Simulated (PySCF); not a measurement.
H₃OSi, SMILES [O][SiH3], multiplicity 2. Coordinates come from a PBE-D3(BJ)/def2-TZVP optimisation. The isomer is the one that the SMILES or the coordinates give; other isomers of the formula were not compared.

Question: Give the equilibrium geometry at PBE-D3(BJ)/def2-TZVP (PySCF confirms it by a frequency run) as a Z-matrix, and its point group. (The exact figures need the calculation; the answer reports its results.)

Answer: point group Cs.
```
Si
O 1 1.6461
H 1 1.4978 2 114.82
H 1 1.4978 3 110.73 2 132.03
H 1 1.5190 3 108.63 4 119.21
```
Charge 0, spin multiplicity 2.
